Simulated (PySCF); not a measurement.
**Computed structure and properties of [Er(H2S)2]3+**

System: [Er(H2S)2]3+ (singlet in the valence; each metal's 4f electrons, 11 of them, lie in its core potential, out of spins and levels); start: displaced along the imaginary mode (C2). Method: PySCF 2.14.0, RKS r2SCAN, Er lcecp-1-SVP with ECP57, S def2-SVP, H def2-SVP; non-relativistic Hamiltonian with scalar-relativistic core potentials where named; density fitting; no spin-orbit coupling.

Input of the relaxation:

```python
mol = gto.M(atom='''
Er     0.01017     0.00000     0.00000
S     -0.01702     0.01187     2.79017
H      0.88939     0.93452     3.30830
H     -1.18683     0.53376     3.33865
S     -0.01702    -0.01187    -2.79017
H      0.88939    -0.93452    -3.30830
H     -1.18683    -0.53376    -3.33865''',
    basis={'Er': 'lcecp-1-SVP', 'S': 'def2-SVP', 'H': 'def2-SVP'},
    ecp={'Er': 'lcecp-1-SVP'},
    charge=3, spin=0)
mf = dft.RKS(mol, xc='R2SCAN')
mf.grids.atom_grid = (50, 194)  # f atoms: unpruned, at least (60, 302)
mf = mf.density_fit()  # fitting sets: Er AutoAux, S def2-universal-JKFIT, H def2-universal-JKFIT
mf.conv_tol = 1e-08; mf.max_cycle = 55
mf.kernel(dm0)  # dm0: converged density of the start geometry
# quasi-Newton relaxation in Cartesian coordinates to a largest gradient under 0.00045 Eh/bohr, steps kept in the point group
```

Run from Python with OMP_NUM_THREADS=2; the lines above give its settings. Where DIIS fails, smearing, a level shift and second-order steps follow.
It took 3.9 min on 2 threads of Arm Neoverse V1 (shared host), from the converged density of the start.

Course of the relaxation:

| step | energy above end (eV) | largest force component within the symmetry (eV/Å) |
| --- | --- | --- |
| 0 | 0.3615 | 0.457 |
| 1 | 0.3377 | 0.124 |
| 2 | 0.3275 | 0.165 |
| 3 | 0.2625 | 0.220 |
| 4 | 0.2370 | 0.540 |
| 5 | 0.2050 | 0.376 |
| 6 | 0.1783 | 0.297 |
| 7 | 0.1542 | 0.247 |
| 52 | 0.0013 | 0.090 |
| 53 | 0.0006 | 0.015 |
| 54 | 0.0003 | 0.031 |
| 55 | 0.0001 | 0.040 |
| 56 | 0.0000 | 0.010 |
| 57 | 0.0000 | 0.005 |
(The steps between are left out.)

Relaxed geometry (C2):

```xyz
7

Er    1.4298    0.0000    0.0000
S    -0.4219    0.2140    2.0245
H     0.2221    0.1336    3.2366
H    -0.8245    1.5237    2.1251
S    -0.4219   -0.2140   -2.0245
H     0.2221   -0.1336   -3.2366
H    -0.8245   -1.5237   -2.1251
```

| contact | Å |
| --- | --- |
| Er1–S2 (H2S) | 2.752 |
| Er1–S5 (H2S) | 2.752 |

On the finer grid (75, 302):

- HOMO: -22.07 eV
- LUMO: -18.68 eV
- Dipole about the centre of mass: 0.29 D
- Set of Mulliken populations of Er1 outside the core potential: s 2.27, p 6.13, d 0.68, f 0.01
- D3(BJ) dispersion energy (not in the energies): -0.042 eV

```tsv
atom	Mulliken (e)	Löwdin (e)	spin (e)
Er1	1.91	1.44	0.00
S2	-0.05	0.50	0.00
H3	0.30	0.14	0.00
H4	0.30	0.14	0.00
S5	-0.05	0.50	0.00
H6	0.30	0.14	0.00
H7	0.30	0.14	0.00
```

The 4f levels lie in the core potential and are missing. Their spin isn't counted.

No frequency check is given for this geometry.

Taking off one H2S (charge 0, singlet; the rest: singlet) in vacuum, both parts rigid, costs 3.78 eV; the small basis without counterpoise inflates it. Parting with an electron moved from the ligand to the metal can be far cheaper, even downhill.

Rigid scan of H2S along the line from its metal:

(distance to S2 (Å), energy (eV)): (2.45, 0.368), (2.55, 0.143), (2.65, 0.032), (2.75, 0.000), (2.85, 0.024), (2.95, 0.086), (3.15, 0.274)

One start shape was tried, so this needn't be the lowest isomer.

An lcecp potential fixes the number of 4f electrons, so in runs with it no electron can move into or out of that shell.
